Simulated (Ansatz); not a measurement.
The multiplicity is imposed and other spin states were not computed.

Calculation: PBE-D3(BJ)/def2-SVP in Ansatz (a first-principles code). No frequencies were computed at this level.

Ansatz 0.2 input:
```yaml
crystal:
  periodic: [false, false, false]
  atoms:
    - { symbol: Zn, position_ang: [0.026668, -0.00113, -0.032637] }
    - { symbol: F, position_ang: [1.112784, -0.04716, -1.361845] }
    - { symbol: C, position_ang: [-1.23164, 0.052197, 1.507305] }
    - { symbol: H, position_ang: [-2.102446, 0.647631, 1.268507] }
    - { symbol: H, position_ang: [-0.753874, 0.48441, 2.376096] }
    - { symbol: H, position_ang: [-1.563291, -0.944739, 1.7642] }
basis:
  gaussian: { orbitals: def2-svp }
hamiltonian:
  xc: pbe
  dispersion: d3bj
relax:
  max_steps: 150
```

Output:

```
Functional definition: PBE
838 factors; their error is unknown
mean field evaluation 1: about -52188.6064 eV, gradient 8.2e1 eV
mean field evaluation 2: about -52144.5782 eV, gradient 1.7e2 eV
mean field evaluation 4: about -52201.1803 eV, gradient 1.7e1 eV
mean field evaluation 8: about -52201.7370 eV, gradient 1.2e-1 eV
mean field evaluation 16: about -52201.6965 eV, gradient 5.9e-5 eV
mean field -52201.69646706 eV, -1918.3769615839 hartree, gradient 5.9e-5 eV, S^2 0.000000; 0 other end points of the search recorded, 0 dependent functions left out
reference -52201.69651409 eV, -1918.3769633120 hartree; 24, 24 occupied and 50, 50 virtual orbitals, 838 factors
relax step   1: F+E_penalty+E_count = -52201.76878639 eV  Δ(F+E_penalty+E_count) = +0.000e0 eV  max|allowed force component| = 1.480e0 eV/Å  Δτ_max = 0.0000 Å  (26 SCF iters, accepted)
these checks for a lower state are left out or cut short: starts, cluster_reference, orbital_swaps, neighbouring_geometries, increment
838 factors; their error is unknown
mean field -52201.76971488 eV, -1918.3796533914 hartree, gradient 7.5e-6 eV, S^2 0.000000; 0 other end points of the search recorded, 0 dependent functions left out
reference -52201.76976181 eV, -1918.3796551162 hartree; 24, 24 occupied and 50, 50 virtual orbitals, 838 factors
relax step   2: F+E_penalty+E_count = -52201.84230602 eV  Δ(F+E_penalty+E_count) = -7.352e-2 eV  max|allowed force component| = 6.980e-1 eV/Å  Δτ_max = 0.0326 Å  (29 SCF iters, accepted)
these checks for a lower state are left out or cut short: starts, cluster_reference, orbital_swaps, neighbouring_geometries, increment
838 factors; their error is unknown
mean field evaluation 32: about -52201.7830 eV, gradient 7.7e-6 eV
mean field -52201.78303321 eV, -1918.3801428309 hartree, gradient 7.7e-6 eV, S^2 0.000000; 0 other end points of the search recorded, 0 dependent functions left out
reference -52201.78308007 eV, -1918.3801445533 hartree; 24, 24 occupied and 50, 50 virtual orbitals, 838 factors
relax step   3: F+E_penalty+E_count = -52201.85573614 eV  Δ(F+E_penalty+E_count) = -1.343e-2 eV  max|allowed force component| = 5.516e-2 eV/Å  Δτ_max = 0.0175 Å  (28 SCF iters, accepted)
these checks for a lower state are left out or cut short: starts, cluster_reference, orbital_swaps, neighbouring_geometries, increment
838 factors; their error is unknown
mean field -52201.78332112 eV, -1918.3801534115 hartree, gradient 5.6e-6 eV, S^2 0.000000; 0 other end points of the search recorded, 0 dependent functions left out
reference -52201.78336798 eV, -1918.3801551336 hartree; 24, 24 occupied and 50, 50 virtual orbitals, 838 factors
relax step   4: F+E_penalty+E_count = -52201.85599332 eV  Δ(F+E_penalty+E_count) = -2.572e-4 eV  max|allowed force component| = 1.062e-2 eV/Å  Δτ_max = 0.0039 Å  (23 SCF iters, accepted)
these checks for a lower state are left out or cut short: starts, cluster_reference, orbital_swaps, neighbouring_geometries, increment
838 factors; their error is unknown
mean field -52201.78333256 eV, -1918.3801538318 hartree, gradient 1.6e-5 eV, S^2 0.000000; 0 other end points of the search recorded, 0 dependent functions left out
reference -52201.78337942 eV, -1918.3801555539 hartree; 24, 24 occupied and 50, 50 virtual orbitals, 838 factors
relax step   5: F+E_penalty+E_count = -52201.85600262 eV  Δ(F+E_penalty+E_count) = -9.299e-6 eV  max|allowed force component| = 1.683e-3 eV/Å  Δτ_max = 0.0006 Å  (21 SCF iters, accepted)
838 factors; their error is unknown
mean field evaluation 64: about -52201.7833 eV, gradient 1.6e-5 eV
mean field -52201.78333256 eV, -1918.3801538318 hartree, gradient 1.6e-5 eV, S^2 0.000000; 1 other end points of the search recorded, 0 dependent functions left out
reference -52201.78337942 eV, -1918.3801555539 hartree; 24, 24 occupied and 50, 50 virtual orbitals, 838 factors
Total energy: -52201.85604948 eV, -1918.3828261295 hartree
Atom 0 at    -0.003762     0.000154     0.004603 Å, force     0.001197    -0.000053    -0.001465 eV/Å
Atom 1 at     1.106957    -0.046905    -1.354712 Å, force    -0.001375     0.000060     0.001683 eV/Å
Atom 2 at    -1.218734     0.051646     1.491510 Å, force     0.000741    -0.000032    -0.000907 eV/Å
Atom 3 at    -2.110594     0.662121     1.245443 Å, force     0.000000    -0.000167     0.000389 eV/Å
Atom 4 at    -0.727871     0.494767     2.381081 Å, force    -0.000402    -0.000118     0.000058 eV/Å
Atom 5 at    -1.557795    -0.970574     1.753702 Å, force    -0.000161     0.000309     0.000242 eV/Å
Dipole moment:    -0.314569     0.013327     0.384974 e Å
```

Cost: about 10 core-seconds (a rough figure).
